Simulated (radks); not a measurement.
Task: Radial electron density D(r) = 4 pi r^2 rho(r) of an atom or ion with 16 electrons. Calculated with a radial shooting solver on a logarithmic mesh with Libxc functionals: scalar-relativistic Kohn-Sham, PBE, spin-polarised, spherical densities, finite nucleus; Fermi nuclear charge, rms radius of each element as measured or else 0.836 A^(1/3) + 0.57 fm.

| r (bohr) | D(r) (e/bohr) | spin D(r) |
|---|---|---|
| 0.007247 | 2.036 | -0.0000427 |
| 0.008171 | 2.498 | -0.0000452 |
| 0.009213 | 3.053 | -0.0000437 |
| 0.01039 | 3.712 | -0.0000349 |
| 0.01162 | 4.435 | -0.0000153 |
| 0.0131 | 5.334 | 0.0000261 |
| 0.01477 | 6.373 | 0.000101 |
| 0.01665 | 7.556 | 0.000231 |
| 0.01878 | 8.883 | 0.000445 |
| 0.02117 | 10.34 | 0.000791 |
| 0.02387 | 11.91 | 0.00134 |
| 0.02691 | 13.56 | 0.00218 |
| 0.0301 | 15.11 | 0.00337 |
| 0.03394 | 16.73 | 0.00526 |
| 0.03827 | 18.21 | 0.00806 |
| 0.04315 | 19.47 | 0.0122 |
| 0.04865 | 20.38 | 0.0180 |
| 0.05485 | 20.88 | 0.0264 |
| 0.06185 | 20.89 | 0.0379 |
| 0.06973 | 20.41 | 0.0536 |
| 0.07799 | 19.55 | 0.0728 |
| 0.08794 | 18.31 | 0.0992 |
| 0.09915 | 16.93 | 0.132 |
| 0.1118 | 15.67 | 0.172 |
| 0.126 | 14.78 | 0.218 |
| 0.1421 | 14.50 | 0.267 |
| 0.1602 | 14.93 | 0.316 |
| 0.1807 | 16.04 | 0.359 |
| 0.2021 | 17.50 | 0.386 |
| 0.2278 | 19.18 | 0.394 |
| 0.2569 | 20.52 | 0.372 |
| 0.2896 | 21.09 | 0.318 |
| 0.3266 | 20.56 | 0.235 |
| 0.3682 | 18.85 | 0.137 |
| 0.4151 | 16.17 | 0.0465 |
| 0.4681 | 12.93 | -0.00568 |
| 0.5236 | 9.914 | 0.00795 |
| 0.5903 | 7.182 | 0.112 |
| 0.6656 | 5.323 | 0.316 |
| 0.7504 | 4.433 | 0.609 |
| 0.8461 | 4.340 | 0.955 |
| 0.954 | 4.678 | 1.29 |
| 1.076 | 5.034 | 1.53 |
| 1.213 | 5.090 | 1.63 |
| 1.356 | 4.749 | 1.57 |
| 1.529 | 4.008 | 1.36 |
| 1.724 | 3.050 | 1.06 |
| 1.944 | 2.085 | 0.738 |
| 2.192 | 1.275 | 0.458 |
| 2.472 | 0.6950 | 0.251 |
| 2.787 | 0.3352 | 0.122 |
| 3.142 | 0.1413 | 0.0512 |
| 3.514 | 0.05506 | 0.0198 |
| 3.963 | 0.01700 | 0.00598 |
| 4.468 | 0.004340 | 0.00147 |
| 5.037 | 0.0008973 | 0.000285 |

What is the nuclear charge?

Result: Z = 18. The innermost maximum, from 1s, lies near gamma/Z bohr with gamma = sqrt(1 - (Z/c)^2) = 0.991, here 0.0551 bohr (found: 0.0585), and its height grows with Z. The density is that of the argon ion Ar2+ in [Ne] 3s2 3p4; the configuration itself is not fixed sharply by these data, and Z only to about a unit. D(r) has 3 maxima, at r = 0.0585, 0.292, 1.17 bohr, and minima at 0.141, 0.806 bohr, inside which lie 2.17, 10.36 electrons.
